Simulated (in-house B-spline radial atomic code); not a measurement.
RPA and G0W0 on r2SCAN: In⁸⁺

Configuration [Kr] 4d5, highest spin, mean-field start r2SCAN. Computed with an all-electron radial atomic-structure program (B-spline basis): all electrons, non-relativistic, point nucleus, each spin shell either full or empty, empty states to l = 9 with an (l + 1/2)⁻⁴ tail; G0W0 by contour deformation at full frequency.

Without relativity these are model numbers: it shifts the levels of so heavy an element strongly and can reorder them.

Command:
```bash
python run_gw.py task.json out
```
Settings (radii: box in bohr, nucleus in fm):
```
Z                        49
electrons                41
configuration            [Kr] 4d5
hamiltonian              nr
method                   r2scan
lmax                     9
spin_polarised           True
box_radius               7.7
intervals                50
```

Run time, properties included: 4.4 s on 1 thread of Arm Neoverse N1 (shared host).

Energies (hartree):

| term | value |
| --- | --- |
| mean-field total | -5723.59488 |
| Hartree-Fock functional on these orbitals | -5721.55702 |
| direct second order | -3.4525 |
| second-order exchange | 0.98443 |
| SOSEX correction | 0.92875 |

**Question.** What is the RPA correlation energy, and what remains with SOSEX?

**Answer.** RPA gives -3.1098 hartree (-2.06 eV per electron); RPA + SOSEX gives -2.1811, and the second-order doubles -2.4681 hartree (no singles). RPA lacks exchange-type terms and so overcorrelates at short range.

Quasi-particle levels (eV):

```csv
level,occupied,mean field,Σx - vxc,Σc,QP weight,G0W0
4d up,yes,-148.93,-10.50,?,?,?
4p down,yes,-204.39,-10.36,-0.59,0.962,-215.35
4d down,no,-140.97,12.72,-4.00,0.970,-132.25
```

G0W0 = mean field + (Σx - vxc) + Σc, with Σc (partial-wave tail included) taken at the quasi-particle energy. Only the outer levels were computed. Levels of low weight are left out.

**Question.** Where does G0W0 put 4d up?

**Answer.** At -159.48 eV, with Σc = -0.05 eV and a quasi-particle weight of 0.969. The tabulated removal energy is 156 ± 2.2 eV (NIST, tabulated theory); the calculation leaves out relativity, Breit and QED terms, and what these don't explain is the method's own error.
